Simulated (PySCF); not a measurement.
# PrB: from constants to spectrum

PBE0 constants of PrB, septet, about 2.5 electrons in the 4f shell (Mulliken), real f orbitals that mix terms (PySCF, spin-free X2C with a Gaussian nucleus, basis sets Pr x2c-SVPall, B x2c-SVPall; masses 140.9076 and 11.0093 u):

| Property | Result |
| --- | --- |
| ωe | 494.9 cm⁻¹ |
| ωexe | 2.13 cm⁻¹ |
| Be | 0.30809 cm⁻¹ |
| αe | 0.00164 cm⁻¹ |
| D (centrifugal) | 4.78e-07 cm⁻¹ |
| De to Pr (4f3 6s2) + B | 2.28 eV |

Task: Give the vibrational terms G(v) and spacings up to v = 6.

Result: G(v) = ωe(v+½) − ωexe(v+½)².

```json
{"v": "0", "G(v) (cm⁻¹)": "247", "G(v) − G(v−1)": "", "Bv (cm⁻¹)": "0.3073"}
{"v": "1", "G(v) (cm⁻¹)": "738", "G(v) − G(v−1)": "491", "Bv (cm⁻¹)": "0.3056"}
{"v": "2", "G(v) (cm⁻¹)": "1224", "G(v) − G(v−1)": "486", "Bv (cm⁻¹)": "0.3040"}
{"v": "3", "G(v) (cm⁻¹)": "1706", "G(v) − G(v−1)": "482", "Bv (cm⁻¹)": "0.3023"}
{"v": "4", "G(v) (cm⁻¹)": "2184", "G(v) − G(v−1)": "478", "Bv (cm⁻¹)": "0.3007"}
{"v": "5", "G(v) (cm⁻¹)": "2658", "G(v) − G(v−1)": "474", "Bv (cm⁻¹)": "0.2991"}
{"v": "6", "G(v) (cm⁻¹)": "3127", "G(v) − G(v−1)": "469", "Bv (cm⁻¹)": "0.2974"}
```

A state of this spin cannot dissociate to the ground-state fragments, so its own limit lies higher than the one that De refers to.

These are scalar-relativistic numbers at best; spin–orbit coupling would shift them, the dissociation energy most. The state is the lowest single determinant that the PBE0 search found; with open d or f shells the true ground state can be another one.
